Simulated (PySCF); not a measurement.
Molecule: `F[C@@H]1C[C@H]1[SiH3]`, C₃H₇FSi.

Cartesian coordinates in Å; atom numbers follow the order of the lines, from 1:
```xyz
12

F    -1.893    0.591   -1.594
C    -0.749    0.027   -1.104
C    -0.882   -1.057   -0.094
C    -0.376    0.305    0.316
Si    1.432    0.573    0.774
H    -0.002   -0.020   -1.886
H    -0.187   -1.882   -0.140
H    -1.881   -1.339    0.203
H    -1.102    0.908    0.850
H     1.615    0.228    2.184
H     1.779    1.972    0.532
H     2.250   -0.305   -0.066
```

Frames of a GFN2-xTB Langevin trajectory at 400 K; GIAO PBE0/pcSseg-1 shieldings in PySCF, gas phase, non-relativistic; equivalent atoms averaged within each frame.

δ = σ(ref) − σ, references computed at the same level: 19F (170.95 ppm) against CFCl3; TMS for 13C (186.93 ppm) and 29Si (349.16 ppm) and 1H (31.72 ppm). The references are static minima.

Task: How do the shifts (ppm) fluctuate along the trajectory?

Result: 
```tsv
time (fs)	F1	C2	C3	C4	Si5	H6	H10/H11/H12	H8	H9	H7
250	-222.7	73.7	14.4	6.0	-56.5	4.94	4.70	1.75	1.48	1.12
425	-216.5	71.3	13.4	6.2	-70.5	4.11	3.63	-0.08	0.28	-0.03
625	-221.4	74.6	21.7	0.0	-49.6	4.94	4.64	1.63	0.65	-0.33
800	-221.1	73.3	20.1	6.9	-71.3	3.76	3.37	1.97	0.35	0.31
1000	-220.1	73.9	14.5	0.0	-59.7	4.18	4.22	1.45	-0.64	0.13
mean of frames	-220.4	73.4	16.8	3.8	-61.5	4.39	4.11	1.34	0.43	0.24
standard deviation	2.3	1.3	3.8	3.5	9.3	0.53	0.60	0.82	0.76	0.54
```

5 frames give an uncertainty of the mean of about the standard deviation over 2.2 at best, since frames this close in time may not be independent; classical motion lacks zero-point vibration, and the reference would need the same averaging.
